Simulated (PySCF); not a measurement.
Spinor energies of Tb³⁸⁺ (terbium, charge +38)

Start: [Ar] 3d9; 3d3/2 filled at m_j = -3/2, -1/2, +1/2, +3/2; 3d5/2 filled at m_j = -3/2, -1/2, +1/2, +3/2, +5/2. Calculated with PySCF 2.14 in an uncontracted even-tempered set (16 s from 7.7 bohr⁻², ratio 2.8; 13 p from 10 bohr⁻², ratio 2.8; 8 d from 10 bohr⁻², ratio 2.8; 3 f from 39 bohr⁻², ratio 3): generalised Hartree-Fock with the X2C-1e Hamiltonian and a Gaussian nucleus; one run each with spin-orbit coupling (SO) switched off, then screened by Boettger's factors.

| spinor shell | electrons | ε, spin-free (eV) | ε, screened SO (eV) | weight of nominal j (screened SO) | rms radius, screened SO (bohr) |
| --- | --- | --- | --- | --- | --- |
| 1s1/2 | 2 | -53991.3 | -53981.0 | 1.000 | 0.0245 |
| 2s1/2 | 2 | -10472.7 | -10469.3 | 1.000 | 0.0987 |
| 2p1/2 | 2 | -9496.4 | -10027.9 | 1.000 | 0.0844 |
| 2p3/2 | 4 | -9496.4 | -9269.4 | 1.000 | 0.0908 |
| 3s1/2 | 2 | -3566.5 | -3565.5 | 1.000 | 0.249 |
| 3p1/2 | 2 | -3257.1 | -3378.0 | 0.999 | 0.240 |
| 3d3/2 | 4 | -2877.1 | -2899.4 | 0.993 | 0.223 |
| 3d5/2 | 5 | -2877.1 | -2861.2 | 0.994 | 0.226 |

Question: Where does 3p3/2 lie, and what is the 3p spin-orbit splitting (screened SO)?

Answer: At -3204.7 eV, 173.21 eV above 3p1/2.

| quantity | spin-free | screened SO |
| --- | --- | --- |
| E (hartree) | -10776.62531 | -10784.98977 |
| M_J | 5/2 | 5/2 |
| ⟨J²⟩ | 8.750 | 8.750 |
| ⟨L²⟩ | 6.000 | 6.034 |
| ⟨S²⟩ | 0.750 | 0.784 |

Each row is a mean over spinors that exchange with the open shell spreads, by up to 23.296 eV (3p3/2).

Breit and QED terms are absent; they matter most for the inner s and p1/2 levels.

Densities and radii are taken from the X2C orbitals without a picture-change correction, which distorts them close to the nucleus.

Without spin-orbit coupling the j labels of p, d and f shells carry no meaning; the spin-free column gives the mean over the occupied spinors of each nl shell.
